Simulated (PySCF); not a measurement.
## Unknowns

All values are calculated (PySCF): structure optimised with GFN2-xTB, σ from GIAO-PBE0/pcSseg-1. Averaged over atoms made equivalent by symmetry, fast rotation or ring inversion, non-relativistic Hamiltonian, isolated molecule, one conformer.

Chemical shifts δ = σref − σ; 1H and 13C vs TMS, all at this level. Splittings of carbon signals by F and P are missing where no couplings were computed. Where no couplings were computed, multiplicities follow the n + 1 count of equivalent neighbours, and m marks all less simple cases (inequivalent or close neighbours, rings, F or P nearby). Shifts are as computed. Against solution values, carbons near 30 ppm lie about +3 ppm off and those near 130 ppm about +5 ppm. Of 1211 compounds with measured shifts, 218 miss one by over three times the rms of a fit or turn the order of signals round; such compounds aren't used in these exercises. OH and NH positions are gas-phase values without hydrogen bonding to other molecules.

Question: C$_{4}$H$_{8}$FNSi$_{2}$. 1H NMR (400 MHz, computed): δ 6.96 (m, 1H), 5.58 (m, 1H), 4.36 (s, 3H), 4.28 (d, 3H). 13C{1H} NMR (computed): δ 165.5, 145.2, 120.9, 86.9. What is it?

Answer: `N#C[C@@H](F)/C([SiH3])=C/[SiH3]`. Rings plus π bonds: 3 (no ring in the answer). 4 carbon signals for 4 carbons: no two carbons are equivalent. Carbon types of the structure: 2 × C, 2 × CH, leaving 6 H on heteroatoms. δC 165.5: fully substituted alkene carbon. δC 145.2: alkene CH; as expected for a trigonal carbon in a double bond. δC 120.9: nitrile carbon; typical of a nitrile. δC 86.9: allylic sp3 CH bonded to F; the inductive effect lowers its shielding.

The data come from this structure; uniqueness wasn't tested.

Question: C$_{5}$H$_{5}$F$_{3}$O$_{2}$. 1H NMR (400 MHz, computed): δ 3.16 (m, 1H), 2.26 (m, 1H), 1.94 (m, 1H), 1.82 (br s, 1H), 0.48 (m, 1H). 13C{1H} NMR (computed): δ 131.1 (C), 70.8 (CH), 57.0 (C), 22.3 (CH2), 10.3 (CH). Identify the compound.

Answer: SMILES FC(O[C@H]1[C@]2(O)C[C@@H]21)(F)F. Rings plus π bonds: 2 (2 rings in the answer). 5 carbon signals for 5 carbons: no two carbons are equivalent. Carbon types of the structure: 2 × C, 2 × CH, 1 × CH2, leaving 1 H on heteroatoms. δC 131.1: CF3 carbon; 4 electronegative neighbours deshield it. δC 70.8, 57.0, 22.3, 10.3: three-membered-ring carbon. δH 3.16, 2.26, 1.94, 0.48: hydrogen on a three-membered-ring carbon. δH 1.82: hydrogen on an alcohol oxygen; exchangeable; this is the value without hydrogen bonding to other molecules.

The shifts were computed for this structure.
